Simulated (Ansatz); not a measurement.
`CC(C)[NH][Zr]([F])([F])[F]` + `N=C=O` → `O=C=[N][Zr]([F])([F])[F]` + `CC(C)N`  (ligand exchange at a Zr–N bond)

Program: Ansatz. Geometries: PBE0-D4/def2-TZVP. ΔE: electronic, gas phase. CBS: MP2 limit from def2 TZ/QZ plus the TZ coupled-cluster correction, frozen cores. This one scheme is used for every species. Functionals use def2-TZVPP. B3LYP here is the variant with VWN-RPA as its local correlation; programs differ in this. Elements past krypton have def2 core potentials. For Zr outer-core shells are correlated without core-valence functions, which leaves a few kJ/mol of doubt a bond. Each species was taken in one conformer, which may not be the lowest.

`CC(C)[NH][Zr]([F])([F])[F]`:

```xyz
16

C    -1.575    0.276    1.201
C    -0.787    0.444   -0.088
C     0.403    1.370    0.109
N    -0.316   -0.840   -0.591
Zr    1.576   -1.423   -0.956
F     2.362   -0.274   -2.270
F     2.618   -1.279    0.643
F     1.459   -3.223   -1.564
H    -0.939   -0.149    1.982
H    -1.960    1.237    1.552
H    -2.427   -0.393    1.056
H    -1.447    0.900   -0.840
H     0.950    1.524   -0.826
H     0.079    2.351    0.458
H     1.088    0.968    0.865
H    -1.084   -1.489   -0.731
```

`N=C=O`:

Cartesian coordinates in Å:
```
N 0.436 -0.261 -0.573
C -0.231 -0.102 0.422
O -0.847 -0.085 1.406
H 0.641 0.447 -1.255
```

`O=C=[N][Zr]([F])([F])[F]`:

Cartesian coordinates in Å:
```
O 1.813 -2.196 -1.640
C 1.174 -1.419 -1.061
N 0.512 -0.612 -0.460
Zr -0.610 0.738 0.551
F -1.403 1.949 -0.667
F 0.484 1.697 1.762
F -1.970 -0.157 1.515
```

`CC(C)N`:

Z-matrix (Å, degrees):
```
C
C 1 1.517
H 1 1.094 2 111.2
H 1 1.093 2 110.1 3 119.6
H 1 1.092 2 111.0 3 -119.9
C 2 1.517 1 111.4 3 179.9
N 2 1.458 1 108.8 3 -60.1
H 2 1.104 1 107.8 3 61.7
H 6 1.094 2 111.2 1 -179.8
H 6 1.092 2 111.0 1 -59.9
H 6 1.093 2 110.1 1 60.5
H 7 1.013 2 110.6 1 60.0
H 7 1.013 2 110.6 1 178.4
```

| level | ΔE (kJ/mol) |
| --- | --- |
| LDA (SPW92) | -45.3 |
| revPBE-D4 | -53.9 |
| B97M-V | -64.0 |
| B3LYP-D4 | -57.8 |
| LC-ωPBE | -62.7 |
| HF/def2-TZVPP | -88.1 |
| MP2/def2-TZVPP | -54.9 |
| CCSD/def2-TZVPP | -59.8 |

**Question.** What does CCSD(T)/CBS give? (Estimate.)

**Answer.** Ansatz gave: -54.9 kJ/mol. The listed levels differ from it by 9.6, 1.0, -9.1, -2.9, -7.8, -33.2, 0.0, -4.9 kJ/mol.

Largest T1 diagnostic among the species: 0.018.

The D4 term adds +9.0 kJ/mol with B3LYP and +5.2 kJ/mol with PBE0; it sums over pairs of atoms, weighted by their polarisabilities, and B3LYP, whose exchange is more repulsive, gets the larger term. Leaving LDA and LC-ωPBE aside and taking each functional with its dispersion term where it has one, the values, not all of them listed here, spread over 11.7 kJ/mol, from B97M-V to PBE-D4. LDA lies +12.7 kJ/mol from PBE without D4.
